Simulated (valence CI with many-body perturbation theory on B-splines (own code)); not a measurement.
**Ce I: calculated level list**

Level of theory: valence CI with perturbative core correlation (CI+MBPT): four valence electrons over a frozen Dirac-Fock core [Xe], radial functions for each j: 8 s, 8 p, 9 d, 9 f, 6 g, 3 h, 2 i, with the one-electron correlation potential Σ1 (screened to all orders), the two-electron term Σ2, the three-electron term Σ3, Breit, model QED; selected single and double excitations, second order for the rest (own B-spline code, finite nucleus).

Against 61 measured levels this calculation errs by 235 cm⁻¹ on average and by 892 at most. These come from a selection out of the NIST Handbook of Basic Atomic Spectroscopic Data. Levels without a partner in it may be off by more, other configurations by several thousand cm⁻¹. Among the levels kept, up to 540 cm⁻¹ of a level comes from second order outside the variational space, and about a tenth of that is noise between levels of different J, which matters for small intervals. 3 measured levels below the end of the list, from 5637 cm⁻¹ on, found no clear computed partner.

Levels 46 to 68 of 68, with energies above the lowest level, 4f5d6s² ¹G°_4. "Leading %" is the weight of the configuration and term that name the level; weights of strongly mixed levels are sums over their largest components and can fall short.

| No. | Configuration | Term | J | E (cm⁻¹) | Leading % | Second component | g |
| --- | --- | --- | --- | --- | --- | --- | --- |
| 46 | 4f5d6s² | ¹F° | 3 | 6719 | 25 | 22 % 4f5d²6s ¹F° | 1.111 |
| 47 | 4f5d²6s | ³H° | 4 | 6766 | 28 | 27 % 4f5d²6s ⁵G° | 1.046 |
| 48 | 4f5d²6s | ⁵F° | 4 | 6981 | 60 | 24 % 4f5d²6s ⁵D° | 1.360 |
| 49 | 4f5d²6s | ³F° | 3 | 7008 | 37 | 26 % 4f5d²6s ⁵G° | 1.094 |
| 50 | 4f5d²6s | ⁵G° | 4 | 7093 | 53 | 12 % 4f5d²6s ³H° | 1.066 |
| 51 | 4f²6s² | ³H | 5 | 7123 | 86 |  | 1.033 |
| 52 | 4f5d²6s | ³H° | 5 | 7240 | 49 | 28 % 4f5d²6s ³I° | 0.999 |
| 53 | 4f5d²6s | ³I° | 6 | 7369 | 66 | 15 % 4f5d²6s ³H° | 1.055 |
| 54 | 4f5d²6s | ³I° | 5 | 7492 | 55 | 11 % 4f5d²6s ¹H° | 0.923 |
| 55 | 4f5d²6s | ¹P° | 1 | 7596 | 36 | 33 % 4f5d²6s ³D° | 0.891 |
| 56 | 4f5d²6s | ³F° | 4 | 7616 | 33 | 17 % 4f5d²6s ⁵F° | 1.235 |
| 57 | 4f5d²6s | ⁵G° | 5 | 7683 | 62 | 7 % 4f5d²6s ¹H° | 1.213 |
| 58 | 4f5d²6s | ⁵F° | 5 | 7801 | 76 | 12 % 4f5d²6s ⁵G° | 1.363 |
| 59 | 4f5d²6s | ³H° | 6 | 7860 | 53 | 16 % 4f5d²6s ⁵G° | 1.165 |
| 60 | 4f5d²6s | ⁵G° | 2 | 7866 | 91 |  | 0.342 |
| 61 | 4f5d²6s | ¹S° | 0 | 7902 | 63 | 12 % 4f5d²6s ³P° |  |
| 62 | 4f5d²6s | ⁵P° | 2 | 7975 | 84 |  | 1.772 |
| 63 | 4f5d²6s | ³H° | 4 | 8086 | 41 | 14 % 4f5d²6s ¹G° | 0.911 |
| 64 | 4f5d²6s | ⁵G° | 3 | 8090 | 68 | 9 % 4f5d²6s ⁵P° | 0.988 |
| 65 | 4f5d²6s | ⁵P° | 3 | 8137 | 59 | 16 % 4f5d²6s ³D° | 1.476 |
| 66 | 4f5d²6s | ³I° | 5 | 8144 | 28 | 16 % 4f5d²6s ¹H° | 0.947 |
| 67 | 4f5d²6s | ³I° | 7 | 8263 | 83 | 6 % 4f5d²6s ⁵I° | 1.150 |
| 68 | 4f5d²6s | ⁵P° | 1 | 8279 | 70 | 9 % 4f5d²6s ³S° | 2.235 |

Names give the largest LS component (configuration and term), which can be under half, so a name can repeat, a term be missing and a line seem to break the LS rules; names also repeat where a configuration has a term twice.

Where two levels of one J and parity lie close, their mixing, g and order are uncertain.
